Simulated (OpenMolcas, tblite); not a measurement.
# CH2BF3O (SMILES OC(F)B(F)F): methods side by side

The species is CH2BF3O (8 atoms), meant as a singlet with charge 0. SMILES: `OC(F)B(F)F`. Geometry: relaxed at PBE0-D4/def2-TZVP. This is one conformer, not always the lowest.

```xyz
8

O    -0.1973   -1.3239    0.4662
C     0.4465   -0.1641    0.0864
F     1.1667    0.3628    1.1467
B    -0.6735    0.8660   -0.3922
F    -1.2580    0.6891   -1.5560
F    -1.0230    1.8983    0.3330
H     0.4454   -2.0331    0.5664
H     1.1854   -0.3522   -0.7062
```

Each level gives the dipole moment (D). The values are calculated.

```csv
level,kind,program,value (D),CPU time
GFN1-xTB,semi-empirical,tblite,3.23,under 2 s
HF/def2-SVP,Hartree–Fock,OpenMolcas,2.73,9.5 s
SVWN5/def2-SVP,LDA,OpenMolcas,2.33,24 s
PBE/def2-SVP,GGA,OpenMolcas,2.23,32 s
M06-L/def2-SVP,meta-GGA,OpenMolcas,2.32,38 s
BHLYP/def2-SVP,global hybrid,OpenMolcas,2.53,28 s
```

The values span 2.23 to 3.23 D. Magnitudes only. Times are those of the runs behind each value, whatever else they computed, on shared processors of several kinds: orders of magnitude only.
